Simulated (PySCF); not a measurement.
Gas-phase reaction: 2 GaF + 4 H2 = Ga2H6 + 2 HF

Energies from PySCF, thermal terms from the rigid-rotor harmonic-oscillator model, ideal gas at 1 bar. † marks an energy on the PBE0/def2-TZVP geometry and frequencies; other levels use their own. 6-31G* has spherical d functions here. All species are closed-shell singlets. B3LYP is the form with VWN-RPA correlation. Ga: all electrons, no relativistic terms. Ga2H6: computed as isolated molecules; such fragments, hydroxides, amides, oligomers or adducts are transient or little studied in the gas.

PBE0/def2-SVP† gives ΔH°(298 K) = 62 kJ.

Q: What do B3LYP/6-31G*, PBE0/def2-TZVP, BLYP/def2-TZVP† give?

A: B3LYP/6-31G*: 250 kJ; PBE0/def2-TZVP: 70 kJ; BLYP/def2-TZVP†: 217 kJ. For scale, ΔH°(298 K) is 62 kJ at this level, 106 kJ at ωB97M-V/def2-TZVP†, and runs from -5 to 250 kJ over the 19 levels computed.
